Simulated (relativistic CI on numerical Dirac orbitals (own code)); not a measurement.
# Ag⁴⁺: M2,3 absorption edge

Computed with this model: Dirac-Coulomb-Breit CI, separate exchange-only KLI orbitals for each configuration, model QED (radiative potential, 1s self-energy scaled to tabulated hydrogen-like ionisation energies), valence Slater integrals scaled by 0.9, multiplet model of core-to-valence dipole absorption; configurations [Kr] 4d7 → [Ne] 3s2 3p5 3d10 4s2 4p6 4d8; 300 K; Lorentzian 2 eV and Gaussian 0.4 eV FWHM. Energies are those of the free ion, without screening or charge transfer. The branching ratio is the share of the lower-energy edge in the whole absorption, uncertain by about 0.02 where the edges overlap. S is read from ⟨S²⟩ = S(S + 1).

Field parameters in Wybourne normalisation: D3d B²₀ = −7Dσ, B⁴₀ = −14Dq − 21Dτ, B⁴₃ = −14√(10/7) Dq. The field is a parameter set, without covalency.

free ion: ground-state S = 1.47, centroid 579.22 eV, branching ratio 0.920. Peaks (eV, height): 576.5 (100), 608.2 (9).

D3d, 10Dq = 31250, Dσ = -1200, Dτ = 260 cm⁻¹: ground-state S = 0.55, centroid 584.30 eV, branching ratio 0.796. Peaks (eV, height): 577.0 (94), 578.2 (100), 608.0 (22), 609.8 (22).

The statistical ratio of this edge is 2/3 = 0.667. Values above it arise where the holes sit mainly in the j = l + 1/2 valence subshell or the ground state has high spin; values below it where core-valence Coulomb terms move weight to the upper edge, as in nearly empty shells.

Strongest unbroadened transitions for D3d, 10Dq = 31250, Dσ = -1200, Dτ = 260 cm⁻¹:

```tsv
Energy (eV)	Relative strength
576.61	20.9
576.62	17.2
576.64	59.6
576.66	80.4
576.81	19.9
576.84	99.1
578.16	23.5
578.19	56.3
578.22	15.0
578.26	100.0
578.38	58.4
578.48	20.3
578.52	61.9
607.99	23.9
608.01	30.4
609.90	33.6
609.91	20.5
611.52	22.6
```
